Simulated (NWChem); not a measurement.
# AlI$_{2}$Cl; SMILES [Cl][Al]([I])[I]

Program: NWChem. Geometry: optimised at PBE-D3(BJ)/def2-SVP. def2 effective core potentials on I; no spin-orbit coupling. Level M06-L/def2-SVP: energy and gradient on several grids; changes count from the extra-fine grid, which is no exact limit either.

```
grid     size of the energy change (μHa)  largest change of a gradient component (μHa/bohr)
-------  -------------------------------  -------------------------------------------------
xcoarse                             2000                                                400
coarse                                60                                                100
medium                                20                                               < 30
fine                                < 10                                               < 30
xfine                               < 10                                               < 30
```
